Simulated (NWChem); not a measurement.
System: HSeSCl; SMILES S[Se]Cl

NWChem input:

```
start job
memory heap 200 mb stack 900 mb global 1100 mb
geometry units angstroms noautosym nocenter noautoz
  Se     0.676757    -0.015696     0.014284
  Cl    -0.636542     1.798047     0.021355
  S     -0.694575    -1.715575     0.058653
  H     -0.912927    -1.845850    -1.288781
end
basis spherical
  Se library cc-pvtz
  Cl library cc-pvtz
  S library cc-pvtz
  H library cc-pvtz
end
dft
  xc xcamb88 1.00 lyp 0.81 vwn_5 0.19 hfexch 1.00
  cam 0.33 cam_alpha 0.19 cam_beta 0.46
  iterations 150
end
property
  efieldgrad
end
task dft property
```

All runs use the structure optimised with PBE-D3(BJ)/def2-SVP.

Vzz is the largest principal value of the second derivative of the potential at the nucleus (NWChem prints the opposite sign); η is the asymmetry. Non-relativistic.

Atoms are numbered as in the input.

Q: Give the results of this calculation. (CAM-B3LYP/cc-pVTZ.) Quantities: Vzz Se1 (a.u.); η Se1; Vzz Cl2 (a.u.); η Cl2; Vzz S3 (a.u.); η S3.

A: The vzz Se1 (a.u.) comes out as -8.714 and the η Se1 is 0.44. The vzz Cl2 (a.u.) comes out as 3.771, the η Cl2 is 0.14 and the vzz S3 (a.u.) is -2.482. The η S3 comes out as 0.75.
